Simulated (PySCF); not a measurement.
C₅H₆BF, SMILES C#CC(=C)B(C)F.

Geometry: PBE0-D3(BJ)/def2-SVP. The structure was generated by enumeration, and PubChem lists no compound with its InChIKey, so it may never have been made. Other conformers were not sampled.

Method: PBE0/def2-TZVP (PySCF).

The total energy comes out as -318.56655 hartree. The point group is Cs, the highest occupied level is -7.30 eV and the lowest empty level is -1.82 eV. The orbital gap is 5.47 eV, the dipole moment comes out as 1.77 D and the quadrupole, principal values (traceless, Buckingham form, about the centre of nuclear charge) is -4.09, -3.21, 7.29 D·Å. The mean static polarisability is 72.5 bohr³ (10.74 Å³) and the polarisability, principal values is 45.5, 71.4, 100.6 bohr³.
